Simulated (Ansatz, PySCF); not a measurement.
Reaction (SMILES): N[Si](N)(Br)Br → [NH][Si](N)(Br)Br + H atom (the H-N bond at the site shown breaks; other sites are not compared here)
Geometries: B3LYP-D3(BJ)/def2-TZVP minima from Ansatz (a first-principles code), one conformer each, not searched for the lowest. Frequencies are from Ansatz.

Wanted: bond dissociation energy (enthalpy at 298 K, with B3LYP-D3(BJ) rigid-rotor harmonic-oscillator terms), in kJ/mol. Correlated levels leave the core frozen unless marked. Open shells are spin-unrestricted. No spin-orbit coupling. Frozen are the shells of the preceding noble gas and the d and f shells that filled before the atom's block. Non-relativistic. CBS marks a two-point X^-3 extrapolation of the correlation energy; Hartree-Fock from the larger set. [CCSD(T)-MP2]/basis is that difference in the basis named.

```csv
level,program,bond dissociation energy (kJ/mol),minus last row
HF/def2-TZVPD,PySCF,345.4,-132.7
HF-D4/def2-TZVPD,PySCF + dftd4,351.6,-126.5
B3LYP-D3(BJ)/def2-TZVPD,Ansatz + dftd3,457.0,-21.1
B3LYP/def2-TZVPD,Ansatz,453.9,-24.2
PBE0/6-31G*,Ansatz,448.0,-30.1
PBE0-D4/def2-TZVPD,Ansatz + dftd4,454.5,-23.6
PBE0/def2-TZVPD,Ansatz,452.9,-25.2
MP2/def2-SVP,Ansatz,463.3,-14.8
SCS-MP2/6-31G*,Ansatz,435.6,-42.5
"RI-MP2/CBS(def2-TZVPP,def2-QZVPP)+[CCSD(T)-MP2]/def2-TZVPP",Ansatz,478.1,0.0
```
